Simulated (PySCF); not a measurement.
C5H5, SMILES [CH]1C=CC=C1, multiplicity 2. Atoms are numbered in the order given.

```xyz
10

C     -1.0944     0.4834     0.0000
C     -0.7530    -0.9525     0.0000
C      0.6071    -1.0572     0.0000
C      1.1535     0.3014     0.0000
C      0.0865     1.2244     0.0000
H     -2.1094     0.8842     0.0000
H     -1.4764    -1.7676     0.0000
H      1.1979    -1.9725     0.0000
H      2.2164     0.5500     0.0000
H      0.1729     2.3096     0.0000
```
Charge 0, spin multiplicity 2.

Geometry: B3LYP-D3(BJ)/def2-SVP. The isomer is the one that the SMILES or the coordinates give; other isomers of the formula were not compared.

Method: PBE/def2-TZVP in PySCF.

ESP charges are fitted to the potential on shells at 1.4 to 2.0 van der Waals radii. Atomic charges (e):

```tsv
atom	Löwdin	meta-Löwdin	Mulliken	ESP fit	Mulliken spin
C1	-0.09	-0.07	-0.06	0.03	0.47
C2	-0.15	-0.14	-0.13	-0.19	0.15
C3	-0.17	-0.16	-0.15	-0.23	0.04
C4	-0.07	-0.06	-0.04	0.05	0.54
C5	-0.20	-0.20	-0.19	-0.37	-0.14
H6	0.14	0.13	0.12	0.12	-0.02
H7	0.14	0.13	0.11	0.15	-0.01
H8	0.14	0.13	0.11	0.15	0.00
H9	0.14	0.13	0.12	0.11	-0.03
H10	0.14	0.13	0.11	0.18	0.00
```

Q: Give the Mayer and Wiberg (Löwdin basis) orders of the bonds. (Estimate from the structure and the level; the computed values follow.)

A: 
| bond | Mayer | Wiberg |
|---|---|---|
| C1–C2 | 1.12 | 1.30 |
| C2–C3 | 1.75 | 1.84 |
| C3–C4 | 1.15 | 1.33 |
| C1–C5 | 1.51 | 1.65 |
| C4–C5 | 1.39 | 1.56 |
| C1–H6 | 0.95 | 0.86 |
| C2–H7 | 0.96 | 0.85 |
| C3–H8 | 0.96 | 0.85 |
| C4–H9 | 0.95 | 0.86 |
| C5–H10 | 0.96 | 0.85 |
